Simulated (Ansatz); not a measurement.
Reaction (redistribution): `FB(F)C1CC1` + `C[NH][Al]([F])[F]` → `CNB(F)F` + `[F][Al]([F])[CH]1CC1`

Gas-phase electronic energies from Ansatz, PBE0-D4/def2-TZVP geometries. CCSD(T)/CBS is the MP2 limit (def2-TZVPP, def2-QZVPP) plus CCSD(T) − MP2 in def2-TZVPP, frozen cores. This one scheme is used for every species. Functionals use def2-TZVPP. B3LYP here is the variant with VWN-RPA as its local correlation; programs differ in this. One conformer a species, not always the lowest.

`FB(F)C1CC1`:

Cartesian coordinates in Å:
```
F -1.759 -0.329 1.342
B -0.805 -1.102 0.838
F -0.855 -2.382 1.171
C 0.284 -0.530 -0.075
C 0.763 0.892 0.166
C -0.080 0.610 -1.013
H 1.032 -1.220 -0.446
H 0.322 1.433 0.994
H 1.819 1.076 0.014
H 0.385 0.596 -1.990
H -1.106 0.956 -1.002
```

`C[NH][Al]([F])[F]`:

```xyz
9

C     0.168    0.636   -1.111
N     0.526    0.110    0.193
Al   -0.464   -0.838    1.277
F     0.124   -1.346    2.722
F    -2.002   -1.235    0.863
H     0.812    0.242   -1.905
H     0.224    1.729   -1.142
H    -0.858    0.356   -1.357
H     1.469    0.346    0.460
```

`CNB(F)F`:

```xyz
9

C    -0.024    0.408   -1.084
N     0.498   -0.136    0.148
B    -0.240   -0.441    1.287
F    -1.556   -0.247    1.340
F     0.352   -0.941    2.371
H     0.154   -0.265   -1.928
H    -1.099    0.549   -0.987
H     0.425    1.378   -1.317
H     1.490   -0.304    0.168
```

`[F][Al]([F])[CH]1CC1`:

Cartesian coordinates in Å:
```
F -2.387 1.113 -0.613
Al -0.794 1.504 -0.742
F -0.439 2.959 -1.418
C 0.529 0.282 -0.119
C 0.305 -1.219 -0.229
C 0.268 -0.580 1.107
H 1.566 0.581 -0.233
H -0.628 -1.575 -0.651
H 1.166 -1.824 -0.483
H 1.104 -0.745 1.775
H -0.690 -0.497 1.607
```

(1) Is it downhill or uphill in electronic energy at CCSD(T)/CBS, and by how much? (Best estimate.)

(2) What do these levels give: r2SCAN-D4, B2PLYP, PBE, r2SCAN, B3LYP, MP2/def2-TZVPP, SCS-MP2/def2-TZVPP, HF/def2-QZVPP, MP2/def2-QZVPP, SCS-MP2/def2-QZVPP, HF/CBS(def2), CCSD/CBS(def2)? (Estimate.)

Largest T1 diagnostic among the species: 0.012.

Results:

(1) Ansatz gave: Downhill: ΔE = -0.12 eV.

(2) The calculation gave: r2SCAN-D4 -0.13, B2PLYP -0.13, PBE -0.19, r2SCAN -0.14, B3LYP -0.16, MP2/def2-TZVPP -0.11, SCS-MP2/def2-TZVPP -0.10, HF/def2-QZVPP -0.11, MP2/def2-QZVPP -0.11, SCS-MP2/def2-QZVPP -0.10, HF/CBS(def2) -0.11, CCSD/CBS(def2) -0.12 eV.
